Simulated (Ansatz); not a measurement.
The same ligand exchange along the group O, S, Te.

Program: Ansatz. Geometries: PBE0-D4/def2-TZVP. ΔE: electronic, gas phase. CCSD(T)/CBS is the MP2 limit (def2-TZVPP, def2-QZVPP) plus CCSD(T) − MP2 in def2-TZVPP, frozen cores. This one scheme is used for every species. DFT in def2-TZVPP. Elements past krypton have def2 core potentials. For Te outer-core shells are correlated without core-valence functions, which leaves a few kJ/mol of doubt a bond. Each species was taken in one conformer, which may not be the lowest.

```tsv
reaction	CCSD(T)/def2-SVP (kJ/mol)	ωB97M-V (kJ/mol)	B2PLYP (kJ/mol)	CCSD(T)/CBS(def2) (kJ/mol)
`[CH3][AlH][OH]` + `CBN` → `CB[NH][AlH][CH3]` + H₂O	68	65	70	60
`[CH3][AlH][SH]` + `CBN` → `CB[NH][AlH][CH3]` + H₂S	41	43	44	43
`[CH3][AlH][TeH]` + `CBN` → `CB[NH][AlH][CH3]` + H₂Te	44	44	46	49
```

Largest T1 diagnostic: 0.011, for `[CH3][AlH][OH]`.
